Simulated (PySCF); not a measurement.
An unknown gives this computed stick spectrum. Level of theory: TDDFT CAM-B3LYP/def2-SVPD, vertical, gas phase, core orbitals frozen in the response in PySCF. Geometries: GFN2-xTB, one conformer each.

```csv
state,E (eV),f
S1,6.21,0.0035
S2,6.90,0.012
S3,7.41,0.293
S4,7.52,0.0046
S5,7.69,0.074
S6,8.54,0.0020
S7,8.75,0.0032
S8,8.90,0.025
```

Triplets computed (Tamm–Dancoff): 4.42, 5.84, 6.72 eV.

Orbital energies (eV): HOMO-3 -11.81, HOMO-2 -11.30, HOMO-1 -11.08, HOMO -10.67, LUMO -0.92, LUMO+1 0.97, LUMO+2 1.47.

Question: Which candidate is it?
A. `C=CS(=O)(=O)C(F)(F)F`
B. `FC(F)(F)COCCCl`
C. `O=S(=O)(O)C1=CC=C[SiH2]1`

Answer: A. Its S1 lies at 6.21 eV; the nearest of the others has S1 at 7.50 eV. S1 is HOMO→LUMO (94%). Löwdin shares by element: HOMO oxygen 46%, sulfur 12%, carbon 12% or more (atoms not listed hold the other 30%); LUMO carbon 63% or more, sulfur 11%, hydrogen 6% or more (atoms not listed hold the other 20%). At the same level the other candidates give, for their lowest levels:
- `O=S(=O)(O)C1=CC=C[SiH2]1`: 4.39 eV (f 0.115); 5.41 eV (f 0.000); 5.99 eV (f 0.001); 6.34 eV (f 0.003); 6.77 eV (f 0.064); T1 2.64 eV; HOMO -8.89, LUMO -1.41 eV
- `FC(F)(F)COCCCl`: 7.50 eV (f 0.003); 7.57 eV (f 0.005); 7.80 eV (f 0.005); 8.36 eV (f 0.022); 8.46 eV (f 0.038); T1 6.79 eV; HOMO -10.01, LUMO 1.01 eV

Conformer computed: `[CH2:1]=[CH:2][S:3](=[O:4])(=[O:5])[C:6]([F:7])([F:8])[F:9]`: C1–C2–S3–O4 148°, C2–S3–C6–F7 60°.
